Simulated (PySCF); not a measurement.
C₂H₄Cl₂Si₂, SMILES [SiH3]C#C[SiH](Cl)Cl.

Geometry optimised at PBE0-D3(BJ)/def2-SVP. The structure was generated by enumeration, and PubChem lists no compound with its InChIKey, so it may never have been made.

Vertical ionisation energy (IE) and electron affinity (EA) in eV. Rows of orbital energies are one-electron estimates. Where ΔSCF, EOM or ADC give a negative EA the extra electron is unbound and the value depends on the basis.

| level | IE | EA |
|---|---|---|
| −ε(HOMO), −ε(LUMO), CAM-B3LYP/def2-TZVP (PySCF) | [?] | [?] |
| −ε(HOMO), −ε(LUMO), PBE/def2-TZVP (PySCF) | 7.36 | 2.22 |

Q: Complete the blanks. (The exact figures need the calculation; the answer reports its results.)

A: 
- −ε(HOMO), −ε(LUMO), CAM-B3LYP/def2-TZVP (PySCF), IE: 9.88
- −ε(HOMO), −ε(LUMO), CAM-B3LYP/def2-TZVP (PySCF), EA: 0.20
